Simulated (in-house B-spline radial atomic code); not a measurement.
Results of a calculation; reference values are marked as such.
Cs in an electron gas of r_s = 4: phase shifts, screening and friction

A nucleus sits in a uniform electron gas with a rigid positive background. The Kohn-Sham equations are solved self-consistently in the spin-unpolarised LDA (PW92), non-relativistic, on B-splines with outgoing waves at the boundary and partial waves to l = 8. The model has no lattice, no bands and no magnetic solution. Atomic units; δ_l are the phase shifts at the Fermi level, counted so that each bound state adds π, and good to about 0.0005. Heavy atoms are models without relativity.

The density parameter is r_s = 4 bohr.

```csv
l,δ_l (rad)
0,15.2385
1,12.3907
2,6.8274
3,-0.0169
4,-0.0042
5,0.0003
6,-0.0002
7,0.0000
8,-0.0001
```

Bound levels below the band bottom (hartree): s -7.256, p -5.569, d -2.648, s -0.7199, p -0.3121 and deeper ones.

Task: Check the Friedel sum rule, and say where the screening charge sits.

Result: k_F = (9π/4)^(1/3)/r_s = 0.47979. The rule is Z = (2/π) Σ (2l + 1) δ_l. The terms are s 9.701, p 23.664, d 21.732, f -0.075 and -0.025 beyond, in all 54.998 against Z = 55. Bound states hold 10 s, 24 p, 20 d electrons, so the scattering states carry 1.00 in all; where a term is smaller than its bound count, the bound level has drawn weight out of the band.

Task: Find the transport cross section and the electronic stopping of a 10 keV Cs ion (mass 132.91 u).

Result: σ_tr = (4π/k_F²) Σ (l + 1) sin²(δ_l − δ_(l+1)). The terms for l = 0 to 3 are 0.0839, 0.8693, 0.8495, 0.0006, all together 1.8034, so σ_tr = 54.589 × 1.8034 = 98.449 bohr². With n = 3/(4π r_s³) = 0.00373, the friction coefficient is Q = n k_F σ_tr = 0.1762. For v well below v_F = 0.480, dE/dx = Q v; with 24801 eV per u at v = 1, v = √(10000/(24801 × 132.91)) = 0.0551, so dE/dx = 0.00970 hartree/bohr = 4.99 eV/nm.
